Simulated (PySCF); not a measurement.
## Unknown compound

An unknown has the formula C3H6F5PSi. Its calculated NMR data are:

$^{1}$H NMR (400 MHz, computed): δ 4.08 (m, 3H), 1.59 (m, 3H).

$^{13}$C{$^{1}$H} NMR (computed): δ 131.9 (C), 129.2 (C), 2.1 (CH3).

- σ from GIAO-PBE0/pcSseg-1
- structure optimised with GFN2-xTB
- code: PySCF 2.14
- one averaged value for each set of equivalent atoms, isolated molecule, one conformer, non-relativistic

References, each an isolated molecule treated in the same way: TMS for $^{1}$H (31.72 ppm), $^{13}$C (186.93 ppm).

Deduce the structure.

Results:


3 carbon signals for 3 carbons: no two carbons are equivalent. Carbon types of the structure: 2 × C, 1 × CH3, leaving 3 H on heteroatoms. δC 131.9: fully substituted sp3 carbon bonded to 2 F and P; 2 electronegative neighbours deshield it. δC 129.2: CF3 carbon; 3 electronegative neighbours deshield it. δC 2.1: methyl carbon bonded to P. δH 4.08: hydrogen on a silicon bonded to P. δH 1.59: hydrogen on a methyl carbon bonded to P.

These data were computed for `InChI=1S/C3H6F5PSi/c1-9(10)3(7,8)2(4,5)6/h1,10H3`.

The shifts were computed for this structure.

Splittings by $^{19}$F and $^{31}$P in the carbon and heteronuclear signals aren't shown, as no couplings were computed. Shifts are as computed. Against solution values, carbons near 30 ppm lie about +3 ppm off and those near 130 ppm about +5 ppm. Of 1211 compounds with measured shifts, 218 miss one by over three times the rms of a fit or turn the order of signals round; such compounds aren't used in these exercises. No couplings were computed; multiplicities are counted from neighbouring protons, with m where these are inequivalent, close in shift, in a saturated or five-membered ring or joined by F or P, and br s for small geminal =CH2 splittings.
